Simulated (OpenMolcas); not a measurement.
**Computed levels of Ta I**

```json
{"Program": "OpenMolcas 26.06", "Method": "MS-CASPT2, IPEA 0.25 Eh, imaginary shift 0.1 Eh (closed shells correlated: 5s 5p)", "Basis": "ANO-RCC-VTZP [8s7p5d3f2g1h]", "Scalar Hamiltonian": "DKH2, point nucleus", "Active space": "5 electrons in 6 orbitals (5d 6s)", "State averaging": "2S+1 = 4 even, 50 roots; 2S+1 = 6 even, 6 roots kept (CI in the orbitals of an earlier block); 2S+1 = 2 even, 98 roots kept (CI in the orbitals of an earlier block)", "Spin-orbit coupling": "RASSI with atomic mean-field integrals over the reference wave functions, term energies averaged over their components"}
```

Spin-free terms above the lowest, with the occupations of the reference:

```
Configuration   Term  E (cm⁻¹)      Occupations
      5d³ 6s²     ⁴F       0.0  5d 3.10 6s 1.90
      5d³ 6s²     ⁴P      4030  5d 3.37 6s 1.63
      5d³ 6s²     ²G      7630  5d 3.12 6s 1.88
       5d⁴ 6s     ⁶D      7820  5d 4.00 6s 1.00
      5d³ 6s²     ²P      8560  5d 3.13 6s 1.87
      5d³ 6s²  ²D(1)      8670  5d 3.26 6s 1.74
      5d³ 6s²     ²H     11700  5d 3.10 6s 1.90
      5d³ 6s²     ²F     14640  5d 3.40 6s 1.60
       5d⁴ 6s  ⁴D(1)     20740  5d 4.08 6s 0.93
       5d⁴ 6s     ⁴H     20790  5d 4.00 6s 1.00
       5d⁴ 6s     ⁴F     21780  5d 3.93 6s 1.07
       5d⁴ 6s     ⁴P     22060  5d 3.76 6s 1.24
       5d⁴ 6s     ⁴G     22150  5d 4.04 6s 0.96
```

With spin-orbit coupling, above the lowest level:

```csv
Configuration,Term,J,E (cm⁻¹),Measured (cm⁻¹),g,Term weight %,Second
5d³ 6s²,⁴F,3/2,0.0,0.0,0.438,90,7 ²D(1)
5d³ 6s²,⁴F,5/2,1858,2010,1.034,95,3 ²D(1)
5d³ 6s²,⁴F,7/2,3790,3964,1.226,95,3 ²G
5d³ 6s²,⁴F,9/2,5470,5621,1.305,86,12 ²G
5d³ 6s²,⁴P,1/2,5650,6049,2.534,81,9 ²P
5d³ 6s²,⁴P,3/2,5830,6069,1.602,72,18 ²P
5d³ 6s²,⁴P,5/2,8490,9253,1.591,90,4 5d⁴ 6s ⁴P
5d⁴ 6s,⁶D,1/2,8930,,3.131,83,8 ⁴P
5d⁴ 6s,⁶D,3/2,9440,,1.801,89,4 ⁴P
5d⁴ 6s,⁶D,5/2,10520,,1.647,94,
5d³ 6s²,²G,7/2,10580,,0.911,93,4 ⁴F
5d³ 6s²,²D(1),3/2,11290,,1.130,50,20 ⁴P
5d⁴ 6s,⁶D,7/2,11610,,1.578,97,2 ⁴F
5d³ 6s²,²G,9/2,11700,,1.086,55,31 ²H
5d³ 6s²,²P,1/2,11770,,0.949,84,12 ⁴P
5d⁴ 6s,⁶D,9/2,12860,,1.526,91,5 ⁴F
5d³ 6s²,²D(1),5/2,13280,,1.206,93,2 ⁴F
5d³ 6s²,²H,9/2,16390,,0.982,66,32 ²G
5d³ 6s²,²P,3/2,16400,,1.157,58,34 ²D(1)
5d³ 6s²,²H,11/2,16550,,1.091,100,
5d³ 6s²,²F,5/2,18390,,0.878,94,4 ²D(2)
5d³ 6s²,²F,7/2,18560,,1.139,93,4 ²G
5d⁴ 6s,⁴D(1),1/2,20850,,1.304,41,37 ⁴P
5d⁴ 6s,⁴D(1),3/2,22020,,1.185,67,14 ⁴P
5d⁴ 6s,⁴H,7/2,22210,,0.825,59,22 ⁴G
5d⁴ 6s,⁴H,9/2,22740,,1.068,58,25 ⁴G
5d⁴ 6s,⁴D(1),1/2,22910,,1.335,45,42 ⁴P
5d⁴ 6s,⁴D(1),5/2,22910,,1.087,40,33 ⁴F
5d⁴ 6s,⁴H,11/2,23970,,1.161,77,22 ⁴G
5d⁴ 6s,⁴F,7/2,24340,,1.058,35,29 ⁴H
5d⁴ 6s,⁴F,3/2,24360,,0.733,61,16 ⁴P
5d⁴ 6s,⁴G,5/2,24570,,0.956,51,41 ⁴D(1)
5d⁴ 6s,⁴H,13/2,25150,,1.221,93,7 ²I
5d⁴ 6s,⁴P,3/2,25500,,1.479,58,21 ⁴D(1)
5d⁴ 6s,⁴F,9/2,25650,,1.192,48,33 ⁴H
5d⁴ 6s,⁴D(1),7/2,26070,,1.257,59,29 ⁴G
5d⁴ 6s,⁴F,5/2,26420,,0.975,50,24 ⁴G
5d⁴ 6s,⁴G,9/2,27440,,1.177,59,19 ²G(1)
5d⁴ 6s,⁴F,7/2,27480,,1.161,46,30 ⁴G
5d⁴ 6s,⁴P,5/2,27830,,1.490,55,35 ⁴D(2)
```

Against the 6 measured excited levels shown (NIST Handbook of Basic Atomic Spectroscopic Data) the mean absolute deviation is 320 cm-1; the largest miss in energy is 5d³ 6s² ⁴P_5/2: computed 8490, measured 9253 cm⁻¹ (-8.3 %).

Spin-orbit coupling puts the lowest level 4079 cm⁻¹ below the lowest spin-free term.

For ⁴F the intervals divided by the larger J are 743.1, 550.7, 373.7 cm-1. Landé's interval rule makes them equal in pure LS coupling; they differ by 66 % of their mean. The multiplet is regular.

CASPT2 breaks the degeneracy within a term, and the mean is taken; among the terms shown or strongly mixed into the levels shown the widest spread is 800 cm-1 (5d³ 6s² ⁴F). Over all roots computed the reference weight is 0.88 to 0.93; the roots of lowest weight are the least certain, and an intruder state may touch them. Blocks of more than 70 roots (2S+1 = 2 even) ran without multistate coupling. Terms from blocks run as CI alone lack orbitals of their own. Configurations are named by rounded mean occupations; where the s occupation lies near a half they are strongly mixed, a name can repeat and a true partner stay unpaired. A single d shell beside an s shell can misplace configurations of different d count against each other. The CASPT2 spread within a term exceeds the gap to the next term for 5d⁴ 6s ⁴D(1) and 5d⁴ 6s ⁴H, 5d⁴ 6s ⁴F and 5d⁴ 6s ⁴P, 5d⁴ 6s ⁴P and 5d⁴ 6s ⁴G, so the order of their levels is uncertain, and so are names and mixing where such terms share a J. Measured partners are found by configuration, term and J. A level has none where our copy of the source lacks it or the pairing is in doubt (some pairs that miss far off the trend of their configuration count as doubtful), and it then counts in no deviation. Levels of configurations outside the active space are missing. The first state left out of the spin-orbit step lies near 35000 cm-1 above the lowest spin-free state of the reference (among the parities and spins computed), and the list stops at four fifths of that energy or lower. The table shows the lowest 40 of 41 levels.

The term weight is that of the spin-free term in the level, not the purity of its configuration. A number in round brackets counts repeated terms of one configuration in the order of the reference energies.
